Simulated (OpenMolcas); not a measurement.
**Re²⁺: effect of the IPEA shift**

```json
{
  "Program": "OpenMolcas 26.06",
  "Basis": "ANO-RCC-VTZP [8s7p5d3f2g1h]",
  "Scalar Hamiltonian": "DKH2, point nucleus",
  "Active space": "11 electrons in 8 orbitals (RAS1 5p, at most 2 holes; RAS2 5d)",
  "State averaging": "2S+1 = 6 even, 1 root; 2S+1 = 4 even, 24 roots; 2S+1 = 2 even, 75 roots",
  "Spin-orbit coupling": "state interaction with AMFI integrals over the reference wave functions, term energies averaged over their components"
}
```

Methods on the same reference wave functions:
A. RASSCF
B. MS-RASPT2, IPEA 0 Eh, imaginary shift 0.1 Eh (closed shells correlated: 5s)
C. MS-RASPT2, IPEA 0.25 Eh, imaginary shift 0.1 Eh (closed shells correlated: 5s)

Energies in cm-1 above 5d5 6S 5/2, the measured ground level; measured values from the list in Brasseur, Gamrath and Quinet, At. Data Nucl. Data Tables 157, 101636 (2024).

```json
{"Level": "5d5 6S 5/2", "A": "0.0", "B": "0.0", "C": "0.0", "Measured": "0.0"}
{"Level": "5d5 4G 7/2 [69 %]", "A": "22834", "B": "18450", "C": "19260", "Measured": "16890"}
{"Level": "5d5 4G 11/2", "A": "23535", "B": "19390", "C": "20060", "Measured": "18020"}
{"Level": "5d5 4G 9/2", "A": "24033", "B": "19910", "C": "20560", "Measured": "18346"}
{"Level": "5d5 4P 1/2 [62 %]", "A": "24939", "B": "20570", "C": "21740", "Measured": ""}
{"Level": "5d5 4D 7/2 [73 %]", "A": "28196", "B": "22950", "C": "23850", "Measured": "20453"}
{"Level": "5d5 4D 1/2 [65 %]", "A": "30581", "B": "25450", "C": "26530", "Measured": ""}
{"Level": "5d5 2I 11/2", "A": "33486", "B": "28190", "C": "28960", "Measured": "26170"}
{"Level": "5d5 2I 13/2", "A": "35942", "B": "30550", "C": "31280", "Measured": "28588"}
{"Level": "5d5 2H 11/2 [74 %]", "A": "46011", "B": "40660", "C": "41640", "Measured": ""}
{"Level": "5d5 2S 1/2", "A": "49013", "B": "39650", "C": "42560", "Measured": ""}
{"Level": "5d5 2D 3/2(2)", "A": "53894", "B": "45410", "C": "47590", "Measured": ""}
{"Level": "5d5 2D 5/2(2) [70 %]", "A": "56576", "B": "48220", "C": "50350", "Measured": ""}
{"Level": "5d5 2G 9/2(2)", "A": "60543", "B": "51720", "C": "53460", "Measured": ""}
{"Level": "5d5 2G 7/2(2)", "A": "61587", "B": "52800", "C": "54560", "Measured": ""}
{"Level": "5d5 2P 3/2", "A": "70423", "B": "58820", "C": "61060", "Measured": ""}
{"Level": "5d5 2P 1/2", "A": "72758", "B": "61080", "C": "63440", "Measured": ""}
{"Level": "5d5 2D 5/2(3)", "A": "77633", "B": "67240", "C": "68820", "Measured": ""}
{"Level": "5d5 2D 3/2(3)", "A": "79238", "B": "68660", "C": "70340", "Measured": ""}
```

Deviations, from unrounded energies. A percentage is the sum of absolute deviations over the sum of measured energies, with the sign that they share, or ± where signs differ.

```tsv
Against measurement	Levels	A	B	C
mean absolute deviation (cm-1)	6	6600	1800	2600
other terms of the ground configuration (%)	6	+30.8	+8.6	+12.1
```

B lies closest to measurement on these levels and A furthest from it. The largest miss of B in the table is 5d5 4D 7/2 [73 %], by +2500 cm-1. The ranking rests on the paired levels alone, and a cruder setting can come out closer through cancelling errors.

Between B and C the level of the table that moves most is 5d5 2S 1/2, by 2900 cm-1 (lowest in B, highest in C). Moves below CASPT2's spread within the term are not significant.

From A to B the spin-free energies of the other terms of 5d5 shown, above 6S, scale by factors of 0.79 to 0.86, as is usual when dynamic correlation screens the repulsion within a d or f shell.

The lowest spin-free term lies below A's lowest term by 0.303 hartree in B, 0.294 hartree in C.

Term energies are means over components that CASPT2 splits; among the terms shown or strongly mixed into the levels shown the widest spread is 850 cm-1 (5d5 2F(2), C). Over all roots computed the reference weight is 0.89 to 0.95 in B; the roots of lowest weight are the least certain, and an intruder state may touch them. Active for correlation alone: 5p; no level in the range computed is led by a configuration that opens it, so any true level of that kind is missing. Without dynamic correlation excited terms often stand tens of per cent too high (terms of higher spin than the ground term too low), and those without a measured partner can miss by more than the paired ones (holds for A). Some levels mix across a computed gap that differs much from the measured one, so their mixing is not that of the real levels (holds for A). Blocks of more than 70 roots (2S+1 = 2 even) ran without multistate coupling (holds for B; C). Some terms miss by over 15 % even with CASPT2, which points to a basis or an active space too small for the shells correlated (holds for C). Measured partners are found by configuration, term and J. A level has none where our copy of the source lacks it or the pairing is in doubt (some pairs that miss far off the trend of their configuration count as doubtful), and it then counts in no deviation. Only configurations of the active space appear. Levels that lie high or do not pair safely by name in every column are left out.

A share in square brackets marks a mixed level and gives the weight of the term that names it, the lowest over the columns. A number in round brackets counts repeated terms of one configuration in the order of the reference energies.
